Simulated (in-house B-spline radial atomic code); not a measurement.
# PBE excitations of Be

Method: PBE. Computed with a B-spline radial code for spherical atoms: linear response of the closed shell [He] 2s2 with the functional's adiabatic kernel; scalar-relativistic (spin-free one-electron X2C), finite nucleus, no spin-orbit coupling, no double excitations, S, P, D and F terms only.

Command:
```bash
python run_td.py task.json out
```
Settings (radii: box in bohr, nucleus in fm):
```
Z                        4
electrons                4
configuration            [He] 2s2
hamiltonian              x2c
method                   pbe,pbe
box_radius               75
rms_radius               2.519
intervals                79
```

Cost of the run: 0.1 s on 1 thread of AMD EPYC 9R45 96-Core Processor (Zen 5) (shared host).

The lowest states, in the order of their Tamm-Dancoff energies; the method's threshold (minus the highest occupied level) is 5.610 eV. Labels give the largest channel, * marks a mixed state, and oscillator strengths are full-response dipole values. Measured ¹D terms are left out, since they can mix with doubly excited terms. Semilocal kernels can invert the small singlet-triplet splittings of Rydberg terms. Energies in eV:

```
     state  full response  Tamm-Dancoff  oscillator strength  measured (J-weighted term)
2s → 2p 3P              ?             ?                    -                           ?
2s → 2p 1P              ?             ?                    ?                           ?
2s → 3s 3S          5.422         5.427                    -                       6.457
```

Task: Where does 2s → 2p 3P lie?

Result: At 1.894 eV in full response, 2.335 eV in Tamm-Dancoff; measured 2.725 eV.

Task: Where does 2s → 2p 1P lie?

Result: At 4.891 eV in full response, 5.141 eV in Tamm-Dancoff, oscillator strength 1.3; measured 5.277 eV.

Task: How large is the singlet-triplet splitting of 2s → 2p (P terms) in Tamm-Dancoff?

Result: 2.81 eV, from the unrounded values.

Task: What polarisabilities and dispersion coefficient does the method give?

Result: Dipole 42.87 bohr³, quadrupole 360.4 bohr⁵, C6 256.8 hartree·bohr⁶ for two such species. Recommended dipole value: 37.74 ± 0.03 bohr³ (Schwerdtfeger and Nagle, table of static dipole polarizabilities (2023 update)), which includes relativity and correlation.
